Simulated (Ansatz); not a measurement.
```yaml
crystal:
  periodic: [false, false, false]
  atoms:
    - {symbol: C, position_ang: [-1.077966, -0.352989, 0.444108]}
    - {symbol: B, position_ang: [0.417742, -0.184223, 0.759362]}
    - {symbol: Sb, position_ang: [1.942695, -0.094559, -0.945949]}
    - {symbol: F, position_ang: [0.609249, -0.370068, -2.297905]}
    - {symbol: F, position_ang: [1.771309, 1.819886, -0.924410]}
    - {symbol: H, position_ang: [-1.315001, -0.850425, -0.496984]}
    - {symbol: H, position_ang: [-1.395877, 0.699263, 0.311700]}
    - {symbol: H, position_ang: [-1.682692, -0.744243, 1.265298]}
    - {symbol: H, position_ang: [0.819044, 0.031256, 1.867679]}
basis:
  gaussian: {orbitals: def2-SVP}
hamiltonian: {xc: {name: HF}}
correlation: {method: bccd_t}
```

```sh
$ ansatz run in.yaml --threads 4 --pin off --events-out ev --progress --plain --max-ram 10444MiB
```

Shortened log:

```
Functional definition: HF
1086 factors; integrals over basis functions are off by at most 1.0e-3 eV
mean field evaluation 1: about -13678.3387 eV, gradient 4.3e1 eV
mean field evaluation 2: about -13678.4833 eV, gradient 4.3e1 eV
mean field evaluation 4: about -13682.4255 eV, gradient 3.3e0 eV
mean field evaluation 8: about -13682.4843 eV, gradient 2.3e-1 eV
mean field -13682.48465393 eV, -502.8220367108 hartree, gradient 2.0e-6 eV, S^2 0.000000; 0 other end points of the search recorded, 0 dependent functions left out
8 core orbitals not correlated: weight in the atoms' cores, before any rotation towards them, 1.000 or more for the frozen orbitals, at most 0.000 for the correlated occupied ones
reference -13682.48465393 eV, -502.8220367108 hartree; 20, 20 occupied and 74, 74 virtual orbitals, 1086 factors
second order -19.27193945 eV of doubles, -0.00000000 eV of singles
cycle   1  -19.69466978 eV  change   -4.2e-1 eV  update   1.2e-1
cycle   2  -20.16565672 eV  change   -4.7e-1 eV  update   4.6e-2
cycle   3  -20.32340048 eV  change   -1.6e-1 eV  update   2.5e-2
cycle   4  -20.30962231 eV  change    1.4e-2 eV  update   5.9e-3
cycle   5  -20.30279870 eV  change    6.8e-3 eV  update   2.3e-3
cycle   6  -20.30245009 eV  change    3.5e-4 eV  update   7.6e-4
cycle   7  -20.30218896 eV  change    2.6e-4 eV  update   3.5e-4
cycle   8  -20.30197265 eV  change    2.2e-4 eV  update   1.2e-4
cycle   9  -20.30197503 eV  change   -2.4e-6 eV  update   5.6e-5
cycle  10  -20.30201789 eV  change   -4.3e-5 eV  update   2.3e-5
perturbative correction -0.53174784 eV, -0.0195413726 hartree
Total energy: -13703.31841966 eV, -503.5876634795 hartree
```

Run time 6.5 s (4 threads of an INTEL XEON PLATINUM 8581C on a shared host); peak host memory 0.71 GiB.
